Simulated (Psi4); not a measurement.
Interaction energy of CHN ··· H4Ge (SMILES C#N and [GeH4]). Monomers: optimised at B3LYP-D3(BJ) (def2-TZVP), held rigid. Orientation: a higher rigid-body minimum at GFN2-xTB. The monomers approach along the line of their centres of mass (distance R); nothing else relaxes.

Geometry at R = 4.01 Å (first 3 atoms: monomer A):
```
8

C     -0.0265     0.0009     0.0000
N      1.1189    -0.0425     0.0000
H     -1.0924     0.0416     0.0000
Ge    -2.7213    -0.8541     2.2020
H     -3.4839    -0.7822     0.8708
H     -1.5647    -1.8566     2.0760
H     -3.6760    -1.3112     3.3149
H     -2.1607     0.5337     2.5465
```

Method: SAPT0/jun-cc-pVDZ, frozen core in Psi4 1.11.

Components in kJ/mol:

| R / Å | electrostatics | exchange | induction | dispersion | total |
|---|---|---|---|---|---|
| 3.45 | -5.65 | 59.21 | -11.48 | -15.00 | 27.08 |
| 3.59 | -1.67 | 38.65 | -7.78 | -11.55 | 17.66 |
| 3.83 | 1.48 | 18.35 | -4.10 | -7.48 | 8.25 |
| 4.01 | 2.24 | 10.38 | -2.62 | -5.46 | 4.54 |
| 4.21 | 2.37 | 5.46 | -1.65 | -3.90 | 2.28 |
| 4.41 | 2.18 | 2.85 | -1.08 | -2.82 | 1.12 |
| 4.72 | 1.71 | 1.02 | -0.60 | -1.75 | 0.37 |
| 5.05 | 1.25 | 0.34 | -0.35 | -1.10 | 0.14 |
| 5.55 | 0.77 | 0.06 | -0.18 | -0.58 | 0.08 |
| 6.18 | 0.43 | 0.01 | -0.09 | -0.28 | 0.07 |
| 7.18 | 0.19 | 0.00 | -0.03 | -0.11 | 0.05 |
| 8.52 | 0.08 | 0.00 | -0.01 | -0.04 | 0.03 |
